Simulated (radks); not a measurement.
Values are calculated unless marked as measured or tabulated.
Question: All-electron atom: the tantalum ion Ta2+ in [Xe] 4f14 5d3. Code: a radial shooting solver on a logarithmic mesh with Libxc functionals. Model: Dirac Kohn-Sham, relativistic LDA (MacDonald-Vosko exchange, VWN5 correlation), spin-unpolarised, spherical densities, finite nucleus; open shells fill j = l - 1/2 first; Fermi nuclear charge, rms radius 5.3507 fm.

Spin-orbit splittings of the eigenvalues, e(l+1/2) - e(l-1/2), with zeta = 2 splitting/(2l+1) and mean radii in bohr:

shell  occ.  splitting (eV)  zeta (eV)  <r> j=l-1/2  <r> j=l+1/2
2p        6            1254      836.1      0.06509      0.07289
3p        6           270.2      180.2       0.1948       0.2093
3d       10           59.20      23.68       0.1832       0.1877
4p        6           62.48      41.65       0.4655       0.4987
4d       10           11.54      4.615       0.5171       0.5286
4f       14           1.986     0.5675       0.6333       0.6442
5p        6           8.746      5.830        1.222        1.328
5d        3               ?          ?        1.959        2.019

Estimate the 5d splitting.

Answer: 0.6958 eV (zeta = 0.2783 eV).
